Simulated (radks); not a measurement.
Rb III, 35 electrons, occupied as [Ar] 3d10 4s2 4p5.

Calculated with a radial shooting solver on a logarithmic mesh with Libxc functionals: scalar-relativistic Kohn-Sham, PBE, spin-unpolarised, spherical densities, point nucleus.

Energy parts (eV):
total: -81090.729
kinetic: 83052.048
electron-nucleus: -194750.876
Hartree: 33332.082
exchange-correlation: -2723.984

Orbitals (lengths in bohr, moments of r in powers of bohr; r(max) is where P^2 peaks):
orbital,occ.,eigenvalue (eV),<r^2>,r(max)
1s,2,-15054.18,0.002187,0.02629
2s,2,-2028.401,0.03729,0.1496
2p,6,-1800.432,0.02943,0.1196
3s,2,-317.9905,0.2993,0.4509
3p,6,-244.8597,0.3142,0.4464
3d,10,-123.9277,0.3371,0.3931
4s,2,-50.3697,2.297,1.250
4p,5,-33.7386,3.075,1.399

The highest occupied level is 4p at -33.739 eV. The density falls to 0.001 e/bohr^3 at r = 3.41 bohr. For comparison, the ionisation energy in NIST's Atomic Spectra Database is 39.247 eV (semi-empirical). In exact Kohn-Sham theory the highest level is minus the ionisation energy, but local and semilocal functionals leave it too shallow, through self-interaction and a potential that decays too fast; potentials with the right tail come closer.

Beside tabulated values, note that spin-unpolarised runs miss the spin-polarisation part of the exchange energy of open shells.
